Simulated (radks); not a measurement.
The numbers below are computed, except where a source is named.
Initial-state core-level shifts of neutral sulfur when its valence configuration changes from [Ne] 3s2 3p4. Code: a radial shooting solver on a logarithmic mesh with Libxc functionals. Model: scalar-relativistic Kohn-Sham, PBE, spin-polarised, spherical densities, point nucleus; open shells are filled with parallel spins first. Shifts are changes of the shell-averaged eigenvalues in eV (positive: less bound).

valence,1s,2s,2p
3s1.5 3p4.5,-0.767,-0.751,-0.744
3s1 3p5,-1.529,-1.498,-1.484
3p6,-3.067,-2.996,-2.969
3s0.5 3p5.5,-2.347,-2.290,-2.270
